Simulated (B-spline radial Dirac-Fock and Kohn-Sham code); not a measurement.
# Auger decay of the 3s hole in Ru⁷⁺

System: the Ru⁷⁺ ion, configuration 1s2 2s2 2p6 3s2 3p6 3d10 4s2 4p6 4d1.

Input file task.json (cfg lists n, l and occupation; rrms is the nuclear radius in fm):

```json
{"items": [{
  "Z": 44,
  "q": 7,
  "cfg": [[1, 0, 2], [2, 0, 2], [2, 1, 6], [3, 0, 2], [3, 1, 6], [3, 2, 10], [4, 0, 2], [4, 1, 6], [4, 2, 1]],
  "A": 102,
  "rrms": 4.4809,
  "do": ["binding", "quiet", "decay"],
  "holes": ["K", "L1", "L2", "L3", "M1", "M2", "M3", "M4", "M5", "N1", "N2", "N3"]
}]}
```

Command: `python xray_run.py task.json out`

Calculated with a radial finite-basis atomic code, using a relativistic independent-particle model: LDA orbitals of the hole state, radiative multipoles to third order, Auger rates from the Coulomb interaction with a continuum orbital, Dirac-Fock energies. Kinetic energies are configuration averages from the vacuum level; the two-hole energies are estimated from single-hole states.

```tsv
transition	kinetic energy (eV)	width (meV)	share (%)
M1-M4N1	80.30	421	26.2
M1-M5N1	84.51	622	38.6
M1-M4N2	117.4	77.8	4.8
M1-M5N2	121.3	25.3	1.6
M1-M4N3	121.5	66.2	4.1
M1-M5N3	125.9	163	10.1
M1-M4N4	171.9	9.36	0.6
M1-M4N5	172.3	11.0	0.7
M1-M5N4	175.9	11.4	0.7
M1-M5N5	176.6	19.0	1.2
M1-N1N1	298.1	26.2	1.6
M1-N1N2	337.4	40.6	2.5
M1-N1N3	341.5	77.6	4.8
M1-N3N3	380.0	8.50	0.5
M1-N1N4	389.2	7.76	0.5
M1-N1N5	389.8	11.5	0.7
```

Coster-Kronig rates are the weakest part of this model and often come out 1.5 to 2.5 times too large. The listed channels hold 99 % of the non-radiative rate. Summed by principal shells, of 1.61 eV in all: MMN 88.6 %, MNN 11.4 %.
